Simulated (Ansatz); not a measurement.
C6H16F2N2Zr (`C[N](C)[Zr]([F])([F])[NH]C(C)(C)C`) at its PBE0-D4/def2-TZVP geometry, where that method's forces vanish. Charge 0, multiplicity 1. Zr takes the def2 core potential.

```xyz
27

C    -1.6567   -0.3033    2.0876
N    -1.6892    0.9028    1.3048
C    -2.9183    1.6464    1.4664
Zr   -0.3846    1.7782    0.0327
F     0.1801    3.4452    0.8092
F    -1.3158    2.0705   -1.6347
N     1.2212    0.5516   -0.1176
C     1.4155   -0.6603   -0.9104
C     0.0755   -1.0372   -1.5338
C     1.8973   -1.7914   -0.0049
C     2.4425   -0.4089   -2.0126
H    -1.7668   -0.0909    3.1610
H    -0.7079   -0.8236    1.9464
H    -2.4691   -0.9905    1.8075
H    -3.7944    1.0605    1.1547
H    -3.0721    1.9612    2.5080
H    -2.9161    2.5591    0.8546
H     2.0811    0.8075    0.3591
H    -0.2866   -0.2521   -2.2048
H    -0.6796   -1.2145   -0.7606
H     0.1648   -1.9526   -2.1216
H     2.0508   -2.7121   -0.5739
H     1.1680   -1.9900    0.7833
H     2.8469   -1.5278    0.4694
H     2.1057    0.3938   -2.6721
H     3.4039   -0.1146   -1.5829
H     2.6039   -1.3072   -2.6147
```

**Question.** What forces (eV/Å) does r2SCAN-D4/def2-TZVPP give on these atoms in Ansatz? (Estimate.)

**Answer.** The calculation gave: 
```
C1  -0.002 -0.172  0.115
N2   0.068 -0.027 -0.011
C3  -0.164  0.110  0.017
Zr4 -0.028  0.123 -0.088
F5   0.027  0.090  0.050
F6  -0.065  0.012 -0.091
N7   0.053  0.058  0.083
C8   0.039 -0.092 -0.052
C9  -0.139 -0.026 -0.072
C10  0.056 -0.125  0.096
C11  0.113  0.021 -0.122
H12 -0.009 -0.002  0.011
H13 -0.010  0.010 -0.003
H14 -0.012 -0.008  0.004
H15 -0.010 -0.005  0.003
H16 -0.006 -0.002  0.010
H17  0.023 -0.004 -0.007
H18  0.071  0.012  0.029
H19  0.006  0.004  0.014
H20  0.001  0.007  0.008
H21  0.004  0.007  0.007
H22 -0.002  0.007  0.004
H23  0.008  0.001 -0.011
H24 -0.009  0.002 -0.005
H25  0.001 -0.007  0.007
H26 -0.011 -0.002  0.000
H27 -0.001  0.007  0.004
```
